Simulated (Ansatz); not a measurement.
Calculated with Ansatz (gas phase, PBE0-D4/def2-TZVP geometries, no zero-point term in ΔE). CCSD(T)/CBS is the MP2 limit (def2-TZVPP, def2-QZVPP) plus CCSD(T) − MP2 in def2-TZVPP, frozen cores. This one scheme is used for every species. DFT in def2-TZVPP. B3LYP here is the variant with VWN-RPA as its local correlation; programs differ in this. For Ge outer-core shells are correlated without core-valence functions, which leaves a few kJ/mol of doubt a bond. Scalar relativity is left out up to krypton. Each species was taken in one conformer, which may not be the lowest.

Consider the ligand exchange at a Ge–N bond: `[NH2][GeH2][Cl]` + H–F → `[F][GeH2][Cl]` + NH₃.

`[NH2][GeH2][Cl]`:

Z-matrix (Å, degrees):
```
Ge
Cl 1 2.176
N 1 1.818 2 112.8
H 1 1.530 2 105.8 3 -118.7
H 1 1.530 2 105.8 3 118.7
H 3 1.010 1 115.0 2 -64.0
H 3 1.010 1 115.0 2 64.0
```

H–F:

Cartesian coordinates in Å:
```
F 0.189 0.233 -0.348
H -0.189 -0.233 0.348
```

`[F][GeH2][Cl]`:

Z-matrix (Å, degrees):
```
Ge
F 1 1.730
Cl 1 2.133 2 106.4
H 1 1.528 2 107.1 3 -116.6
H 1 1.528 2 107.1 3 116.6
```

NH₃:

```xyz
4

N     0.095    0.068    0.257
H    -0.605    0.722   -0.069
H     0.839    0.062   -0.431
H    -0.329   -0.852    0.243
```

```
             level  ΔE (kcal/mol)
            PBE-D4          -10.7
         revPBE-D4          -10.3
          B3LYP-D4          -11.7
          PBE-QIDH          -10.0
              BLYP          -13.7
           r2SCAN0          -11.3
       HF/def2-SVP          -13.3
SCS-MP2/def2-QZVPP          -10.5
```

Question: What does CCSD(T)/CBS give? (Estimate.)

Answer: Ansatz gave: -9.5 kcal/mol. The listed levels differ from it by -1.2, -0.8, -2.2, -0.5, -4.2, -1.8, -3.8, -1.0 kcal/mol.

Question: What do rigid-rotor, harmonic-oscillator terms from PBE0-D4/def2-TZVP frequencies (298.15 K, 1 bar) make of the CCSD(T)/CBS value? (An estimate is asked.)

Answer: Computed: ΔZPE = +0.8 kcal/mol, ΔH = -8.9 kcal/mol, ΔS = 7 J/(mol·K), ΔG = -9.4 kcal/mol.

Largest T1 diagnostic among the species: 0.011.

In def2-TZVPP, CCSD(T) changes the Hartree–Fock value by +3.7 kcal/mol (the triples alone add +0.3 kcal/mol) and MP2 by +4.5 kcal/mol. Leaving LDA and LC-ωPBE aside and taking each functional with its dispersion term where it has one, the values, not all of them listed here, spread over 3.9 kcal/mol, from B97M-V to PBE-QIDH. LDA lies +2.3 kcal/mol from PBE without D4.
